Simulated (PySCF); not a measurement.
C₂H₁₁NSi₃, SMILES N1([SiH3])C[SiH2][C@H]1[SiH3]. Geometry: PBE-D3(BJ)/def2-SVP. The structure was generated by enumeration; whether it is a known compound was not checked.

Q: Give the equilibrium geometry at PBE-D3(BJ)/def2-SVP (PySCF confirms it by a frequency run) as a Z-matrix. (An estimate is asked for; the answer gives what the named calculation found.)

A: 
```
N
C 1 1.4822
H 2 1.1117 1 113.72
H 2 1.1176 3 107.96 1 128.06
C 1 1.4913 2 106.16 3 -132.49
H 5 1.1193 1 114.30 2 -99.49
Si 1 1.7545 2 123.12 3 71.45
H 7 1.5028 1 108.36 2 -166.16
H 7 1.5045 8 110.96 1 -118.06
H 7 1.5158 8 108.06 9 -117.81
Si 5 1.9003 6 110.41 1 131.91
H 11 1.5045 5 109.44 6 173.18
H 11 1.5058 12 108.54 5 -123.23
H 11 1.5082 12 109.19 13 -117.92
Si 2 1.9146 3 118.36 4 130.82
H 15 1.5044 2 115.94 3 13.40
H 15 1.5045 16 109.31 5 -135.91
```
Charge 0, spin multiplicity 1.
